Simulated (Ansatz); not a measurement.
A CCSD(T) single point on `C[O][Sc]([Cl])[O][SiH3]`.

```yaml
crystal:
  periodic: [false, false, false]
  atoms:
    - {symbol: C, position_ang: [-2.286176, 1.561080, 0.707011]}
    - {symbol: O, position_ang: [-1.488885, 0.424447, 0.768309]}
    - {symbol: Sc, position_ang: [-0.346032, -1.013530, 0.754825]}
    - {symbol: Cl, position_ang: [-0.797833, -2.901190, 2.030005]}
    - {symbol: O, position_ang: [1.194843, -0.915671, -0.318312]}
    - {symbol: Si, position_ang: [2.503787, -0.739699, -1.276687]}
    - {symbol: H, position_ang: [-1.868971, 2.295139, 0.008875]}
    - {symbol: H, position_ang: [-3.297273, 1.303601, 0.373862]}
    - {symbol: H, position_ang: [-2.363982, 2.029319, 1.694089]}
    - {symbol: H, position_ang: [3.344624, -1.966433, -1.243101]}
    - {symbol: H, position_ang: [3.324953, 0.413751, -0.816590]}
    - {symbol: H, position_ang: [2.080934, -0.490824, -2.682286]}
basis:
  gaussian: {orbitals: def2-SVP}
correlation: {method: ccsd_t}
```

```sh
$ ansatz run in.yaml --threads 2 --pin off --events-out ev --progress --plain --max-ram 32768MiB --backend cuda --devices 0, --max-vram 18GiB
```

Output of Ansatz, abridged:

```
Functional definition: HF
1380 factors; integrals over basis functions are off by at most 1.3e-3 eV
mean field evaluation 1: about -46227.4758 eV, gradient 5.5e1 eV
mean field evaluation 2: about -46227.5671 eV, gradient 5.5e1 eV
mean field evaluation 4: about -46234.0878 eV, gradient 3.5e0 eV
mean field evaluation 8: about -46234.1543 eV, gradient 2.2e-1 eV
mean field -46234.15456896 eV, -1699.0738417737 hartree, gradient 3.2e-6 eV, S^2 0.000000; 0 other end points of the search recorded, 0 dependent functions left out
18 core orbitals not correlated: weight in the atoms' cores, before any rotation towards them, 1.000 or more for the frozen orbitals, at most 0.000 for the correlated occupied ones
reference -46234.15456896 eV, -1699.0738417737 hartree; 22, 22 occupied and 99, 99 virtual orbitals, 1380 factors
second order -26.06895779 eV of doubles, -0.00000000 eV of singles
cycle   1  -26.84385428 eV  change   -7.7e-1 eV  update   1.5e-1
cycle   2  -27.50687419 eV  change   -6.6e-1 eV  update   5.4e-2
cycle   3  -27.74592489 eV  change   -2.4e-1 eV  update   2.9e-2
cycle   4  -27.75023565 eV  change   -4.3e-3 eV  update   7.3e-3
cycle   5  -27.74129992 eV  change    8.9e-3 eV  update   3.2e-3
cycle   6  -27.74152466 eV  change   -2.2e-4 eV  update   9.9e-4
cycle   7  -27.74133564 eV  change    1.9e-4 eV  update   3.9e-4
cycle   8  -27.74117272 eV  change    1.6e-4 eV  update   1.2e-4
cycle   9  -27.74121543 eV  change   -4.3e-5 eV  update   4.9e-5
perturbative correction -0.71882073 eV, -0.0264161746 hartree
Total energy: -46262.61460512 eV, -1700.1197288116 hartree
```

Run time 8.5 s (2 threads of an AMD EPYC 7R13 on a shared host and a share of an NVIDIA H100 80 GB); peak host memory 0.79 GiB.

Correlation energy per correlated electron: -0.647 eV. T1 diagnostic: 0.0146.
